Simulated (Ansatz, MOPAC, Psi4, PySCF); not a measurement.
Process, species as SMILES: [SiH3]P (SiPH5) [silylphosphane] → [SiH3][PH] (SiPH4) + H atom (the H-P bond breaks)

Wanted: bond dissociation energy (enthalpy at 298 K), in kcal/mol. Set-up: no spin-orbit coupling; 6-31G* and kin with 6d, 5d where marked; no dispersion term unless named; non-relativistic; valence correlation only; LANL2DZ with its own core potentials from Na on; open shells spin-unrestricted. Basis-set limits of correlation are two-point, X^-3; Hartree-Fock from the larger set. [CCSD(T)-MP2]/basis is that difference in the basis named. Ab initio and DFT rows: single points at B3LYP-D3(BJ) geometries (Ansatz, a first-principles code), with unscaled harmonic terms from B3LYP/6-31G* (Ansatz) at its own minima. Semi-empirical rows: MOPAC heats of formation at their own minima for 298 K.

Coupled cluster (Ansatz) is a level with limits of its own, used here on species with T1 under 0.025 (0.045 for open shells) and stable references: RI-MP2/CBS(aug-cc-pV(T+d)Z,aug-cc-pV(Q+d)Z)+[CCSD(T)-MP2]/aug-cc-pV(T+d)Z.

Value to compare with, RI-MP2/CBS(aug-cc-pV(T+d)Z,aug-cc-pV(Q+d)Z)+[CCSD(T)-MP2]/aug-cc-pV(T+d)Z (Ansatz): 82.3 kcal/mol.

```csv
level,program,bond dissociation energy (enthalpy at 298 K) (kcal/mol),difference
AM1,MOPAC,75.0,-7.3
HF/LANL2DZ,Ansatz,50.8,-31.5
B3LYP/LANL2DZ,Ansatz,74.1,-8.2
B3LYP/6-31G*,Ansatz,78.9,-3.4
wB97X-D/6-31G*,Psi4,80.2,-2.1
B3PW91/6-31G* (5d),PySCF,78.2,-4.1
r2SCAN-D4/def2-TZVPD,Ansatz + dftd4,78.3,-4.0
PBE0/def2-TZVPD,Ansatz,78.2,-4.1
B2PLYP-D3(BJ)/def2-TZVPD,Ansatz + dftd3,79.5,-2.8
```

Among the 6 habitual levels, HF/LANL2DZ lies farthest from RI-MP2/CBS(aug-cc-pV(T+d)Z,aug-cc-pV(Q+d)Z)+[CCSD(T)-MP2]/aug-cc-pV(T+d)Z (Ansatz) (-31.5 kcal/mol) and wB97X-D/6-31G* nearest (-2.1); 0 of 6 lie above it, and their mean absolute difference is 9.4 kcal/mol, the median 5.7. One case shows no general order.

The levels are drawn from those run, B3LYP/6-31G* more often than the rest, none by its result; left out are runs that failed, that the program found above a lower state of the same kind, or whose <S^2> lies over 0.5 above the pure value.
